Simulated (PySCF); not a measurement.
O2 (SMILES O=O), triplet, geometry from GFN2-xTB, with bond 2-1 at 2.2 times its length; PySCF with HF/def2-SVP.

The PySCF input:
```python
from pyscf import gto, scf

mol = gto.M(
    atom='''
O    -0.00000000   -0.00000000   -0.60491107
O     0.00000000    0.00000000    2.05669764
''',
    basis='def2-svp',
    spin=2,
    verbose=4,
)

mf = scf.UHF(mol)
mf.kernel()
mo_i, mo_e, stable_i, stable_e = mf.stability(internal=True, external=True, return_status=True, nroots=6, tol=1e-6)
print('internally stable:', stable_i, ' externally stable:', stable_e)
if not stable_i:
    umf = mf.copy()
    umf.scf_summary = {}
    umf.kernel(umf.make_rdm1(mo_i, mf.mo_occ))
```

It wrote (shortened):

```
PySCF version 2.14.0

[INPUT] verbose = 4
[INPUT] num. atoms = 2
[INPUT] num. electrons = 16
[INPUT] charge = 0
[INPUT] spin (= nelec alpha-beta = 2S) = 2
[INPUT] symmetry False subgroup None
[INPUT] Mole.unit = angstrom
[INPUT] Symbol           X                Y                Z      unit          X                Y                Z       unit  Magmom
[INPUT]  1 O      0.000000000000   0.000000000000  -0.604911070000 AA    0.000000000000   0.000000000000  -1.143116252018 Bohr   0.0
[INPUT]  2 O      0.000000000000   0.000000000000   2.056697640000 AA    0.000000000000   0.000000000000   3.886595260639 Bohr   0.0

nuclear repulsion = 12.7243878379403
number of shells = 12
number of NR pGTOs = 48
number of NR cGTOs = 28
basis = def2-svp
ecp = {}

******** <class 'pyscf.scf.uhf.UHF'> ********
method = UHF
initial guess = minao
damping factor = 0
level_shift factor = 0
DIIS = <class 'pyscf.scf.diis.CDIIS'>
diis_start_cycle = 1
diis_space = 8
diis_damp = 0
SCF conv_tol = 1e-09
SCF conv_tol_grad = None
SCF max_cycles = 50
direct_scf = True
direct_scf_tol = 1e-13
number electrons alpha = 9  beta = 7
Set gradient conv threshold to 3.16228e-05
init E= -148.368528635541

cycle= 1 E= -148.911394242379  delta_E= -0.543  |g|= 0.209  |ddm|= 1.08
cycle= 2 E= -148.940684451448  delta_E= -0.0293  |g|= 0.0831  |ddm|= 0.193
cycle= 3 E= -148.946659658582  delta_E= -0.00598  |g|= 0.0355  |ddm|= 0.101
cycle= 4 E= -148.947740466171  delta_E= -0.00108  |g|= 0.00643  |ddm|= 0.0527
cycle= 5 E= -148.947781470229  delta_E= -4.1e-05  |g|= 0.00126  |ddm|= 0.0119
cycle= 6 E= -148.947783574076  delta_E= -2.1e-06  |g|= 0.000591  |ddm|= 0.00178
cycle= 7 E= -148.947784160887  delta_E= -5.87e-07  |g|= 0.000188  |ddm|= 0.00115
cycle= 8 E= -148.94778421902  delta_E= -5.81e-08  |g|= 2.54e-05  |ddm|= 0.000422
cycle= 9 E= -148.947784219732  delta_E= -7.12e-10  |g|= 4.65e-06  |ddm|= 3.81e-05
Extra cycle  E= -148.947784219659  delta_E= 7.24e-11  |g|= 1.43e-05  |ddm|= 9.36e-06
converged SCF energy = -148.947784219659  <S^2> = 2.0404263  2S+1 = 3.0268309
uhf_internal: lowest eigs of H = [-1.0317113  -0.89024116 -0.89024115 -0.84535084 -0.84535084 -0.77167797]
<class 'pyscf.scf.uhf.UHF'> wavefunction has an internal instability
uhf_real2complex: lowest eigs of H = [-0.4367413  -0.40425184 -0.40425184  0.01406076  0.01448681  0.01448828]
<class 'pyscf.scf.uhf.UHF'> wavefunction has an real -> complex instability
uhf_external: lowest eigs of H = [-5.10003478e-01 -4.79122089e-01 -4.79122089e-01  4.67131250e-07
  1.62461417e-02  5.02661553e-02]
<class 'pyscf.scf.uhf.UHF'> wavefunction has an UHF/UKS -> GHF/GKS instability
internally stable: False  externally stable: False

******** <class 'pyscf.scf.uhf.UHF'> ********
method = UHF
initial guess = minao
damping factor = 0
level_shift factor = 0
DIIS = <class 'pyscf.scf.diis.CDIIS'>
diis_start_cycle = 1
diis_space = 8
diis_damp = 0
SCF conv_tol = 1e-09
SCF conv_tol_grad = None
SCF max_cycles = 50
direct_scf = True
direct_scf_tol = 1e-13
number electrons alpha = 9  beta = 7
Set gradient conv threshold to 3.16228e-05
init E= -149.153784573909
cycle= 1 E= -149.175006388772  delta_E= -0.0212  |g|= 0.158  |ddm|= 0.25
cycle= 2 E= -149.15832127917  delta_E= 0.0167  |g|= 0.26  |ddm|= 0.316
cycle= 3 E= -149.190281970276  delta_E= -0.032  |g|= 0.0212  |ddm|= 0.195
cycle= 4 E= -149.190890194339  delta_E= -0.000608  |g|= 0.0124  |ddm|= 0.0381
cycle= 5 E= -149.190978551744  delta_E= -8.84e-05  |g|= 0.00467  |ddm|= 0.0114
cycle= 6 E= -149.190990026724  delta_E= -1.15e-05  |g|= 0.00217  |ddm|= 0.00389
cycle= 7 E= -149.190996003563  delta_E= -5.98e-06  |g|= 0.00168  |ddm|= 0.00303
cycle= 8 E= -149.190994988808  delta_E= 1.01e-06  |g|= 0.00155  |ddm|= 0.000438
cycle= 9 E= -149.190993699772  delta_E= 1.29e-06  |g|= 0.000578  |ddm|= 0.00276
cycle= 10 E= -149.190993910092  delta_E= -2.1e-07  |g|= 0.000107  |ddm|= 0.000831
cycle= 11 E= -149.190993917742  delta_E= -7.65e-09  |g|= 3.21e-05  |ddm|= 0.000174
cycle= 12 E= -149.190993918307  delta_E= -5.64e-10  |g|= 6.06e-06  |ddm|= 4e-05
Extra cycle  E= -149.190993918336  delta_E= -2.92e-11  |g|= 5.19e-06  |ddm|= 6.84e-06
converged SCF energy = -149.190993918336  <S^2> = 3.0306782  2S+1 = 3.6225285
```
